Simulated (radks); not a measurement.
Results of a calculation; reference values are marked as such.
Removal energies from the terbium ion Tb13+, [Kr] 4d10 4f4 5s2, by Delta-SCF beside the eigenvalue of the level emptied. Code: a radial shooting solver on a logarithmic mesh with Libxc functionals. Model: scalar-relativistic Kohn-Sham, PBE, spin-polarised, spherical densities, finite nucleus; Fermi nuclear charge, rms radius of each element as measured or else 0.836 A^(1/3) + 0.57 fm. Open shells are filled with parallel spins first.

5s: final configuration [Kr] 4d10 4f4 5s1; Delta-SCF (eV) 268.77; -eigenvalue (eV) 259.29
4f: final configuration [Kr] 4d10 4f3 5s2; Delta-SCF (eV) 270.66; -eigenvalue (eV) 254.65
4d: final configuration [Kr] 4d9 4f4 5s2; Delta-SCF (eV) 417.91; -eigenvalue (eV) 401.57
4p: final configuration [Ar] 3d10 4s2 4p5 4d10 4f4 5s2; Delta-SCF (eV) 554.64; -eigenvalue (eV) 537.80
